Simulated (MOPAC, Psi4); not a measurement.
Relaxed torsion scan: C₆H₁₃Cl₃Si, SMILES Cl[Si](Cl)(CCC(C)(C)C)Cl. Scanned: dihedral C2–C5–C6–Si7; all other coordinates were relaxed at GFN2-xTB. Points at φ and −φ are mirror images. Heavy atoms are numbered in the order of the SMILES CC(C)(C)CC[Si](Cl)(Cl)Cl, hydrogens after them in the order of the atoms that carry them; the mirror image has the same energies with the sign of each dihedral reversed.

AM1, restricted, heats of formation // GFN2-xTB (MOPAC); PBE0-D3(BJ)/def2-SVP // GFN2-xTB (Psi4); PBE-D3(BJ)/def2-SVP // GFN2-xTB (Psi4).

Energies relative to the lowest point of each profile, in kcal/mol:

| φ / ° | AM1 | PBE0-D3(BJ)/def2-SVP |
|---|---|---|
| -150 | 0.5 | 1.0 |
| -120 | 1.6 | 2.1 |
| -90 | 3.3 | 1.7 |
| -45 | 7.3 | 3.8 |
| 15 | 11.3 | 8.2 |
| 60 | 5.2 | 2.0 |
| 75 | 3.7 | 1.5 |
| 90 | 3.3 | 1.7 |
| 105 | 2.5 | 2.5 |
| 120 | 1.6 | 2.1 |
| 135 | 1.1 | 1.6 |
| 150 | 0.5 | 1.0 |

Problem. Estimate the PBE-D3(BJ)/def2-SVP values at these points.

Solution. -150: 1.0; -120: 2.1; -90: 1.5; -45: 3.5; 15: 7.8; 60: 1.8; 75: 1.3; 90: 1.5; 105: 2.4; 120: 2.1; 135: 1.6; 150: 1.0 (kcal/mol).
